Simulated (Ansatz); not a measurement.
**What each rung costs, and what it gives**

Saddle point of SiNH₅BrCl, singlet (SiNH₄Cl ([NH2][SiH2][Cl]) + HBr → SiH₂BrCl ([Cl][SiH2][Br]) + NH₃ (still joined by a long Si–N bond); bonds formed: Si1–Br7, N2–H6; bonds broken: H6–Br7; bonds weakened to dative contacts: Si1–N2), PBE0-D4/def2-TZVP structure:

Si1  (-0.755, 0.068, -0.634)
N2  (0.456, -0.568, 0.534)
H3  (-1.561, 1.061, 0.086)
H4  (-0.011, 0.518, -1.816)
Cl5  (-1.959, -1.505, -1.166)
H6  (1.077, 0.470, 0.737)
Br7  (1.606, 2.140, 0.693)
H8  (1.081, -1.275, 0.156)
H9  (0.066, -0.909, 1.408)
(Å)

Barriers are electronic and count from the start structure reached by relaxing down the imaginary mode.

Ansatz 0.2.0; basis: as named in each row; cores frozen in the correlated methods. Filled d shells of the heavier atoms are correlated. The def2 sets are not built for correlating such inner shells, so the correlated values are less sure here. B3LYP uses VWN-RPA correlation. Extrapolation: Hartree–Fock as exp(−7.88 √X), correlation as X^−2.97.

Times are rough, for one single point on 8 threads of a shared host (Intel Xeon Platinum 8488C).

The estimate by CCSD(T) at an estimated basis limit (MP2 extrapolated from triple and quadruple zeta, plus CCSD(T) − MP2 in triple zeta) is 0.185 eV.

```csv
method,basis,time (s),barrier (eV),method less estimate
HF,STO-3G,under 1,0.606,0.421
PBE-D4,STO-3G,under 1,0.328,0.144
SPW92,def2-SVP,under 1,-0.012,-0.197
PBE-D4,def2-SVP,under 1,0.127,-0.058
B3LYP-D4,6-31G,under 1,-0.144,-0.329
PBE0-D4,def2-SVP,under 1,0.139,-0.045
SPW92,def2-TZVPP,under 1,-0.032,-0.217
PBE-D4,def2-TZVPP,1,0.098,-0.087
BLYP-D4,def2-TZVPP,1,0.166,-0.019
B3LYP-D4,def2-TZVPP,1,0.167,-0.018
BHLYP-D4,def2-TZVPP,1,0.174,-0.011
PBE0-D4,def2-TZVPP,2,0.107,-0.078
wB97M-V,def2-SVP,2,0.196,0.011
r2SCAN-D4,def2-TZVPP,2,0.093,-0.091
CAM-B3LYP-D4,def2-TZVPP,2,0.184,-0.001
B2PLYP,def2-TZVPP,2,0.201,0.016
RPA on PBE,def2-TZVPP,2,0.289,0.104
CCSD(T),def2-SVP,2,0.314,0.129
r2SCAN0-D4,def2-TZVPP,2,0.100,-0.085
PBE-QIDH,def2-TZVPP,2,0.139,-0.046
wB97X-V,def2-TZVPP,3,0.179,-0.006
B97M-V,def2-TZVPP,3,0.224,0.039
wB97M-V,def2-TZVPP,3,0.170,-0.015
MP2,def2-QZVPP,9,0.157,-0.028
CCSD(T),def2-TZVPP,45,0.233,0.049
```

All methods are single points on the PBE0-D4 structures; a negative value means that the method puts the saddle structure below the start.

No T1 diagnostic of these runs exceeds 0.009.

Labels in which every atom is bracketed show which atoms are joined, not bond orders.
